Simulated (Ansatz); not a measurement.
Mulliken charges of B2Cl2F2H2S2, SMILES `F[B@-]1(Cl)[SH+][B@@-](F)(Cl)[SH+]1` from B3LYP/def2-TZVPP in Ansatz (PBE0-D4/def2-TZVP geometry).

| atom | x (Å) | y (Å) | z (Å) | charge (e) |
| --- | --- | --- | --- | --- |
| F1 | -0.952 | -1.491 | -1.559 | -0.247 |
| B2 | 0.052 | -1.118 | -0.746 | 0.326 |
| Cl3 | 1.502 | -2.169 | -0.674 | -0.173 |
| S4 | -0.605 | -0.781 | 1.120 | -0.031 |
| B5 | 0.357 | 0.961 | 0.862 | 0.326 |
| F6 | -0.439 | 2.007 | 1.147 | -0.247 |
| Cl7 | 1.949 | 0.876 | 1.681 | -0.173 |
| S8 | 0.629 | 0.769 | -1.118 | -0.031 |
| H9 | -1.804 | -0.305 | 0.732 | 0.125 |
| H10 | -0.605 | 1.201 | -1.442 | 0.125 |

Problem. By hand: the dipole of these point charges (1 e Å = 4.8032 D).

Solution. Σ q r = (-0.422, 0.157, -0.123) e Å, of length 0.467 e Å = 2.24 D.

Problem. How does the dipole of the full density compare? (An estimate is asked.)

Solution. Computed: (-0.474, 0.177, -0.139) e Å, 2.52 D; the point charges give 0.89 times that, at 0° from its direction.

Point charges leave out the atoms' own dipoles, such as those of lone pairs, and Mulliken's split depends on the basis, so the close match here is no proof of good charges.

B3LYP here is the variant with VWN-RPA as its local correlation; programs differ in this.
